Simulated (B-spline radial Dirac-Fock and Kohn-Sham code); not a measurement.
**Zn 3d3/2: cross section and angular parameters**

System: the Zn atom, configuration [Ar] 3d10 4s2; threshold 15.96 eV (orbital energy of the model). Method: Dirac-Hartree-Slater photoionisation with a Latter tail; cross sections with all multipoles, angular parameters from the dipole term and its interference with E2. Computed with a radial finite-basis atomic code.

For linearly polarised light dσ/dΩ = σ/(4π) [1 + β P₂(cos θ) + (δ + γ cos²θ) sin θ cos φ], with θ from the polarisation vector and φ the angle between the beam and the projection of the electron momentum on the plane normal to the polarisation.

| hν (eV) | σ (kb) | β | γ | δ |
| --- | --- | --- | --- | --- |
| 68.7 | 3710 | 0.286 | -0.001 | 0.013 |
| 100 | 3130 | 0.560 | 0.008 | 0.016 |
| 106 | 2990 | 0.600 | 0.010 | 0.016 |
| 188 | 1430 | 0.951 | 0.034 | 0.022 |
| 195 | 1340 | 0.969 | 0.037 | 0.023 |
| 211 | 1160 | 1.006 | 0.043 | 0.024 |
| 228 | 999 | 1.041 | 0.050 | 0.025 |
| 259 | 766 | 1.091 | 0.063 | 0.026 |
| 451 | 194 | 1.216 | 0.159 | 0.037 |
| 582 | 93.9 | 1.221 | 0.228 | 0.044 |
| 750 | 43.5 | 1.195 | 0.311 | 0.053 |
| 780 | 38.5 | 1.188 | 0.325 | 0.055 |
| 899 | 24.5 | 1.160 | 0.377 | 0.061 |
| 1000 | 17.3 | 1.133 | 0.417 | 0.067 |
| 1210 | 9.13 | 1.077 | 0.491 | 0.078 |
| 1253.6 | 8.09 | 1.066 | 0.504 | 0.081 |
| 1690 | 2.85 | 0.960 | 0.618 | 0.106 |
| 2984.4 | 0.348 | 0.742 | 0.815 | 0.180 |
| 3810 | 0.135 | 0.654 | 0.892 | 0.224 |
| 5210 | 0.0386 | 0.549 | 0.985 | 0.294 |
| 5414.7 | 0.0330 | 0.536 | 0.996 | 0.304 |
| 6070 | 0.0206 | 0.499 | 1.024 | 0.335 |
| 6410 | 0.0164 | 0.482 | 1.036 | 0.351 |
| 8047.8 | 0.00631 | 0.413 | 1.074 | 0.422 |
| 8200 | 0.00583 | 0.407 | 1.077 | 0.428 |
| 9170 | 0.00362 | 0.376 | 1.087 | 0.467 |
| 9251.7 | 0.00348 | 0.374 | 1.088 | 0.470 |
| 12000 | ? | ? | ? | ? |
| 12200 | 0.00106 | 0.305 | 1.100 | 0.578 |

Question: Give the values at 12000 eV.

Answer: σ = 0.00114 kb, β = 0.309, γ = 1.100, δ = 0.571.
